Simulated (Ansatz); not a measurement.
This geometry of BF2H + FH (6 atoms, charge 0, multiplicity 1) is a first-order saddle point.

All numbers below come from RKS PBE-D4/def2-SVP (Ansatz 0.2.0).

```xyz
6
Properties=species:S:1:pos:R:3
B 0.010 -0.169 0.057
H 0.008 0.196 1.355
F 1.159 0.130 -0.554
F -1.158 0.074 -0.541
F 0.051 -1.729 0.557
H 0.035 -0.905 1.357
```

Task: Which two structures does it join? (They come from a converged band through this point; their orientation in space is the band's.)

Result: Bonds broken: B1–H2, F5–H6. Bonds formed: B1–F5, H2–H6. BF2H + FH becomes BF3 + H2.

First end point:

```xyz
6
Properties=species:S:1:pos:R:3
B -0.001 0.238 0.004
H -0.004 0.613 1.162
F 1.138 0.181 -0.679
F -1.144 0.121 -0.664
F 0.059 -1.885 0.747
H 0.058 -1.670 1.660
```

Last end point:

```xyz
6
Properties=species:S:1:pos:R:3
B 0.016 -0.515 -0.521
H 0.010 0.215 2.186
F 1.144 0.155 -0.695
F -1.147 0.097 -0.679
F 0.050 -1.803 -0.216
H 0.034 -0.552 2.155
```

Task: How far does it lie above each of them?

Result: 10.8 kcal/mol above the first and 39.9 kcal/mol above the second. This is the barrier of this one path; another mechanism may lie lower. The orbitals stay closed-shell, which can raise the energy where a bond breaks towards radicals; this wasn't checked here.

Run time: 3.8 min on 1 thread of Arm Neoverse V2, on a shared host, peak memory 0.11 GiB.
